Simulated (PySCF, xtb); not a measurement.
H5NOSiZn, SMILES [NH2][Zn][O][SiH3].

GFN2-xTB in xtb at its own geometry gives an orbital gap of 3.29 eV and a dipole moment of 3.18 D.

Geometry optimised at PBE0-D3(BJ)/def2-SVP. The structure was generated by enumeration; whether it is a known compound was not checked. One conformer was computed; it need not be the lowest.

What does PySCF with PBE/def2-TZVP give? (An estimate is asked for; the answer gives what the named calculation found.)

gap 4.14 eV (levels -5.97 and -1.83 eV), dipole 2.33 D.
